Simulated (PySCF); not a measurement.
How methods differ on the excitation energy of Pt

Pt [Xe] 4f14 5d9 6s1 (3D) → Pt [Xe] 4f14 5d8 6s2 (3F), as a difference of total energies. Calculation: PySCF 2.14, in def2-SVPD with the def2 core potential (60 electrons) (6s4p2d1f, 35 functions); a scalar-relativistic core potential. Correlated levels: valence: 5s2 5p6 frozen; valence and next inner shell: nothing frozen outside the core potential. The calculations carry no spin-orbit coupling.

```json
{"method": "UHF", "excitation energy (eV)": "0.370", "error (eV)": "-0.027"}
{"method": "LDA", "excitation energy (eV)": "0.623", "error (eV)": "+0.226"}
{"method": "PBE", "excitation energy (eV)": "0.593", "error (eV)": "+0.196"}
{"method": "PBE0", "excitation energy (eV)": "0.612", "error (eV)": "+0.215"}
{"method": "r2SCAN", "excitation energy (eV)": "0.352", "error (eV)": "-0.045"}
{"method": "TPSSh", "excitation energy (eV)": "0.506", "error (eV)": "+0.109"}
{"method": "wB97M-V", "excitation energy (eV)": "0.628", "error (eV)": "+0.231"}
{"method": "MN15", "excitation energy (eV)": "0.551", "error (eV)": "+0.154"}
{"method": "r2SCAN0", "excitation energy (eV)": "0.410", "error (eV)": "+0.013"}
{"method": "MP2 (valence)", "excitation energy (eV)": "0.399", "error (eV)": "+0.002"}
{"method": "SCS-MP2 (valence)", "excitation energy (eV)": "0.270", "error (eV)": "-0.127"}
{"method": "MP2 (valence and next inner shell)", "excitation energy (eV)": "0.229", "error (eV)": "-0.168"}
{"method": "SCS-MP2 (valence and next inner shell)", "excitation energy (eV)": "0.098", "error (eV)": "-0.299"}
```

Reference: 0.397 eV (measured; NIST levels, between the centres of gravity of the two terms).

Errors of the correlated levels include the incompleteness of this basis and the frozen core.
